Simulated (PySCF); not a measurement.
## Radial density of As (arsenic, neutral)

PBEsol, [Ar] 3d10 4s1 4p3 4d1, high-spin 6D determinant (an excited configuration). Computed with PySCF 2.14 in aug-cc-pVQZ-PP with one added diffuse shell each of s, p, d, f, g type with ECP10MDF (8s7p6d4f3g, 114 functions), with scalar relativity through the core potential. This is the valence pseudo-density: the core potential removes the inner electrons and smooths the orbitals near the nucleus.

```json
{"r (bohr)": "0.000936", "4πr²ρ (e/bohr)": "2.756e-05", "4πr²(ρα − ρβ)": "0.0000"}
{"r (bohr)": "0.00157", "4πr²ρ (e/bohr)": "7.658e-05", "4πr²(ρα − ρβ)": "0.0000"}
{"r (bohr)": "0.00265", "4πr²ρ (e/bohr)": "0.0002075", "4πr²(ρα − ρβ)": "0.0000"}
{"r (bohr)": "0.00446", "4πr²ρ (e/bohr)": "0.0005393", "4πr²(ρα − ρβ)": "0.0000"}
{"r (bohr)": "0.00749", "4πr²ρ (e/bohr)": "0.001337", "4πr²(ρα − ρβ)": "0.0001"}
{"r (bohr)": "0.0126", "4πr²ρ (e/bohr)": "0.003037", "4πr²(ρα − ρβ)": "0.0002"}
{"r (bohr)": "0.0212", "4πr²ρ (e/bohr)": "0.006186", "4πr²(ρα − ρβ)": "0.0004"}
{"r (bohr)": "0.0357", "4πr²ρ (e/bohr)": "0.01259", "4πr²(ρα − ρβ)": "0.0007"}
{"r (bohr)": "0.0600", "4πr²ρ (e/bohr)": "0.05123", "4πr²(ρα − ρβ)": "0.0008"}
{"r (bohr)": "0.101", "4πr²ρ (e/bohr)": "0.4373", "4πr²(ρα − ρβ)": "-0.0002"}
{"r (bohr)": "0.170", "4πr²ρ (e/bohr)": "3.111", "4πr²(ρα − ρβ)": "-0.0006"}
{"r (bohr)": "0.285", "4πr²ρ (e/bohr)": "14.23", "4πr²(ρα − ρβ)": "0.1225"}
{"r (bohr)": "0.480", "4πr²ρ (e/bohr)": "30.53", "4πr²(ρα − ρβ)": "0.3349"}
{"r (bohr)": "0.808", "4πr²ρ (e/bohr)": "15.92", "4πr²(ρα − ρβ)": "0.0217"}
{"r (bohr)": "1.36", "4πr²ρ (e/bohr)": "3.600", "4πr²(ρα − ρβ)": "1.7232"}
{"r (bohr)": "2.28", "4πr²ρ (e/bohr)": "1.912", "4πr²(ρα − ρβ)": "1.8565"}
{"r (bohr)": "3.84", "4πr²ρ (e/bohr)": "0.3879", "4πr²(ρα − ρβ)": "0.3878"}
{"r (bohr)": "6.46", "4πr²ρ (e/bohr)": "0.1277", "4πr²(ρα − ρβ)": "0.1277"}
{"r (bohr)": "10.9", "4πr²ρ (e/bohr)": "0.04596", "4πr²(ρα − ρβ)": "0.0460"}
{"r (bohr)": "18.3", "4πr²ρ (e/bohr)": "0.0003826", "4πr²(ρα − ρβ)": "0.0004"}
```

Energies and moments cover only the electrons outside the core potential. The outer electron is Rydberg-like, and this basis confines it to a smaller radius and binds it less than a complete one would.
